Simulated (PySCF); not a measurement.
# Krypton: a sound run and one with changed settings

Sound run: Kr²⁺ [Ar] 3d10 4s2 4p4, Kr³⁺ [Ar] 3d10 4s2 4p3. Computed with PySCF 2.14 in 6-31G* (5s4p3d, 32 functions), with no relativity, point nucleus. In the sound run the correlated levels freeze [Ar] 3d10. The sound run starts from symmetry-adapted Hartree-Fock orbitals and uses a fine grid where one is needed.

A second run was set up differently.

```
species  method  sound run (hartree)  changed run (hartree)  converged
   Kr²⁺     MP2          -2750.41406            -2750.57027        yes
   Kr³⁺     MP2          -2749.13931            -2749.29503        yes
```

Ionisation energy of Kr²⁺:

| method | sound run (eV) | changed run (eV) |
| --- | --- | --- |
| UHF | 34.336 | 34.336 |
| MP2 | 34.688 | 34.701 |
| SCS-MP2 | 34.699 | 34.700 |

(1) What was changed?
A. level shift left on
B. basis contracted for another Hamiltonian
C. a valence shell is frozen
D. all electrons correlated in a valence basis

Results:

(1) D. A valence basis has no tight correlating functions, so it recovers only part of the core correlation, and not evenly between atom and ion.
